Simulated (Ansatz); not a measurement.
Program: Ansatz. Geometries: PBE0-D4/def2-TZVP. ΔE: electronic, gas phase. CCSD(T)/CBS adds triple-zeta CCSD(T) − MP2 to the extrapolated MP2 energy (def2 sets, frozen cores). This one scheme is used for every species, atoms too. Functionals use def2-TZVPP. Open shells (•) are unrestricted, without spin–orbit coupling. Spin–orbit coupling would lower the free atoms: a little for B, C, Cl, S. One conformer a species, not always the lowest.

Consider the atomization: `CBC(Cl)=C=S` → B• + 3 C• + Cl• + 4 H• + S•.

```
             level  ΔE (eV)  difference from CCSD(T)/CBS
         r2SCAN-D4    41.69                         0.87
           ωB97X-V    41.04                         0.22
           ωB97M-V    41.29                         0.47
            B2PLYP    40.76                        -0.06
     HF/def2-TZVPP    29.64                       -11.18
SCS-MP2/def2-TZVPP    40.40                        -0.42
   CCSD/def2-TZVPP    38.84                        -1.98
CCSD(T)/def2-TZVPP    39.77                        -1.05
     HF/def2-QZVPP    29.67                       -11.15
    MP2/def2-QZVPP    41.68                         0.86
       CCSD(T)/CBS    40.82                            0
```

Largest T1 diagnostic among the species: 0.015.

In def2-TZVPP, CCSD(T) changes the Hartree–Fock value by +10.14 eV (the triples alone add +0.94 eV) and MP2 by +11.43 eV; breaking electron pairs costs correlation energy, which Hartree–Fock lacks. The D4 term adds +0.43 eV with B3LYP and +0.23 eV with PBE0; it sums over pairs of atoms, weighted by their polarisabilities, and B3LYP, whose exchange is more repulsive, gets the larger term. From PBE to PBE0 (25 % exact exchange), in def2-TZVPP and without D4, ΔE moves by −1.02 eV: exact exchange takes away binding that semilocal exchange gives to molecules.

B3LYP here is the variant with VWN-RPA as its local correlation; programs differ in this.

For atomizations the MP2-based limit and the directly extrapolated one differ by several kJ/mol either way, and by 10 to 25 for some Ge, Se and Sn compounds, so smaller differences from it don't rank the levels.
